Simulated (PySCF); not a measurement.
Xe⁴⁶⁺: ionisation energy

Xe⁴⁶⁺ [He] 2s2 2p4 (3P) → Xe⁴⁷⁺ [He] 2s2 2p3 (4S), as a difference of total energies. Computed with PySCF 2.14 in an even-tempered Gaussian basis (19 s from 21 bohr⁻², ratio 2.2; 12 p from 27 bohr⁻², ratio 2.2; 6 d from 110 bohr⁻², ratio 2.4; 5 f from 170 bohr⁻², ratio 2.4; 4 g from 250 bohr⁻², ratio 2.4), with the spin-free X2C one-electron Hamiltonian (Gaussian nucleus). Correlated levels: nothing frozen; virtual orbitals above 40 to 60 times the deepest correlated orbital energy dropped. The calculations carry no spin-orbit coupling.

```tsv
method	ionisation energy (eV)
UHF	8227.2
LDA	8222.5
PBE	8230.0
PBE0	8229.8
r2SCAN	8231.7
B2PLYP	8230.0
B97-3	8229.7
MP2 (all electrons)	8228.9
SCS-MP2 (all electrons)	8229.0
```

Spin-orbit coupling is strong in these open shells (close to jj coupling). The scalar numbers leave it out and a first-order estimate fails, so it can dominate the gap to the real levels.

For this ion Breit and QED terms and the two-electron picture change, all absent here, outweigh the differences among the correlated methods.

For comparison: 8144 ± 4 eV (theoretical estimate listed by NIST; NIST Atomic Spectra Database, ionization energies).
